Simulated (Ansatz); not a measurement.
CH5CdNO, SMILES `C[O][Cd][NH2]` at its PBE0-D4/def2-TZVP geometry, where that method's forces vanish. Charge 0, multiplicity 1. Cd takes the def2 core potential.

```xyz
9

C    -0.4470   -0.6631   -1.9045
O    -1.0200    0.0482   -0.8461
Cd   -0.0627    0.3984    0.8341
N     0.9372    0.7407    2.5342
H     0.4536   -0.1823   -2.3156
H    -1.1784   -0.7240   -2.7202
H    -0.1752   -1.6960   -1.6389
H     0.4598    0.3452    3.3365
H     1.0327    1.7328    2.7204
```

Problem. What forces (eV/Å) does ωB97M-V/def2-TZVPP give on these atoms in Ansatz? (An estimate is asked.)

Solution. Ansatz gave: 
```
C1   0.079 -0.170 -0.308
O2  -0.047  0.125  0.238
Cd3 -0.011 -0.020 -0.058
N4  -0.095  0.052  0.032
H5  -0.076 -0.037  0.045
H6   0.085 -0.009  0.059
H7  -0.022  0.093 -0.013
H8   0.067  0.039 -0.022
H9   0.020 -0.072  0.027
```
